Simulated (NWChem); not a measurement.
System: GaHF₂; SMILES [F][GaH][F]

NWChem input:

```
start job
memory heap 200 mb stack 900 mb global 1100 mb
geometry units angstroms noautosym nocenter noautoz
  Ga     0.000000     0.000000    -0.313506
  H      0.000000     0.000000    -1.863628
  F     -1.454414     0.000000     0.655270
  F      1.454414     0.000000     0.655270
end
basis spherical
  * library pcsseg-1
end
dft
  xc xpbe96 cpbe96
  iterations 150
end
property
  shielding 3 1 2 3
end
task dft property
```

NWChem printed, in part:

```
             Northwest Computational Chemistry Package (NWChem) 7.3.0
             --------------------------------------------------------

                             Geometry "geometry" -> ""
                             -------------------------

 Output coordinates in angstroms (scale by  1.889725989 to convert to a.u.)

  No.       Tag          Charge          X              Y              Z
 ---- ---------------- ---------- -------------- -------------- --------------
    1 Ga                  31.0000     0.00000000     0.00000000    -0.31350600
    2 H                    1.0000     0.00000000     0.00000000    -1.86362800
    3 F                    9.0000    -1.45441400     0.00000000     0.65527000
    4 F                    9.0000     1.45441400     0.00000000     0.65527000

 Effective nuclear repulsion energy (a.u.)     197.5639432455

  pbe96 is a nonlocal functional; adding pw91lda local functional.
                              NWChem Property Module
                              ----------------------

  itol2e modified to match energy
  convergence criterion.

                                 NWChem DFT Module
                                 -----------------

 Summary of "ao basis" -> "ao basis" (spherical)
 ------------------------------------------------------------------------------
       Tag                 Description            Shells   Functions and Types
 ---------------- ------------------------------  ------  ---------------------
 Ga                         pcsseg-1                15       41   5s7p3d
 H                          pcsseg-1                 3        5   2s1p
 F                          pcsseg-1                 7       17   3s3p1d

  itol2e modified to match energy
  convergence criterion.

            General Information
            -------------------
          SCF calculation type: DFT
          Wavefunction type:  closed shell.
          No. of atoms     :     4
          No. of electrons :    50
           Alpha electrons :    25
            Beta electrons :    25
          Charge           :     0
          Spin multiplicity:     1
          Use of symmetry is: off; symmetry adaption is: off
          Maximum number of iterations: 150
          AO basis - number of functions:    80
                     number of shells:    32
          Convergence on energy requested:  1.00D-07
          Convergence on density requested:  1.00D-05
          Convergence on gradient requested:  5.00D-04

              XC Information
              --------------
          PerdewBurkeErnzerhof Exchange Functional  1.000
            Perdew 1991 LDA Correlation Functional  1.000 local
           PerdewBurkeErnz. Correlation Functional  1.000 non-local

[...]

          -----------------------------------------
          Chemical Shielding Tensors (GIAO, in ppm)
          -----------------------------------------

                                NWChem CPHF Module
                                ------------------

  scftype          =     RHF
  nclosed          =       25
  nopen            =        0
  variables        =     1375
  # of vectors     =        3
  tolerance        = 0.10D-03
  level shift      = 0.00D+00
  max iterations   =       50
  max subspace     =       30

 SCF residual:    3.0918107218101420E-005

Iterative solution of linear equations
  No. of variables     1375
  No. of equations        3
  Maximum subspace       30
        Iterations       50
       Convergence  1.0D-04

   iter   nsub   residual    time
   ----  ------  --------  ---------
     1      3    8.06D-06      20.9

      Atom:    1  Ga
        Diamagnetic
   2641.2502      0.0000      0.0000
      0.0000   2640.8826     -0.0000
      0.0000     -0.0000   2638.4297

        Paramagnetic
  -1108.2546     -0.0000     -0.0000
     -0.0000  -1385.5668      0.0000
     -0.0000      0.0000   -939.9122

        Total Shielding Tensor
   1532.9956     -0.0000     -0.0000
     -0.0000   1255.3159      0.0000
     -0.0000      0.0000   1698.5174

           isotropic =    1495.6096
          anisotropy =     304.3617

          Principal Components and Axis System
                 1           2           3
             1698.5174   1532.9956   1255.3159

      1        -0.0000      1.0000      0.0000
      2         0.0000     -0.0000      1.0000
      3         1.0000      0.0000     -0.0000

      Atom:    2  H
        Diamagnetic
     19.3080     -0.0000      0.0000
     -0.0000     19.1907      0.0000
      0.0000      0.0000     40.6414

        Paramagnetic
      0.1104     -0.0000     -0.0000
     -0.0000      0.1322     -0.0000
     -0.0000     -0.0000     -3.5097

        Total Shielding Tensor
     19.4184     -0.0000     -0.0000
     -0.0000     19.3228      0.0000
     -0.0000      0.0000     37.1317

           isotropic =      25.2910
          anisotropy =      17.7611

          Principal Components and Axis System
                 1           2           3
               37.1317     19.4184     19.3228

      1        -0.0000      1.0000      0.0000
      2         0.0000     -0.0000      1.0000
      3         1.0000      0.0000     -0.0000

      Atom:    3  F
        Diamagnetic
    485.0673      0.0000    -10.2365
      0.0000    468.8821     -0.0000
    -10.2365     -0.0000    474.4043

        Paramagnetic
   -231.7627     -0.0000   -137.8573
     -0.0000   -166.3193      0.0000
   -137.8573      0.0000   -234.7228

        Total Shielding Tensor
    253.3046     -0.0000   -148.0938
     -0.0000    302.5628      0.0000
   -148.0938      0.0000    239.6815

           isotropic =     265.1830
          anisotropy =     194.3407

          Principal Components and Axis System
                 1           2           3
              394.7434    302.5628     98.2427

      1         0.7232      0.0000      0.6907
      2        -0.0000      1.0000     -0.0000
      3        -0.6907     -0.0000      0.7232
```

Level: PBE/pcSseg-1, GIAO. Structure relaxed at the B3LYP/6-31G* (spherical d) level. The printed shielding anisotropy is the first printed principal value minus the mean of the other two.
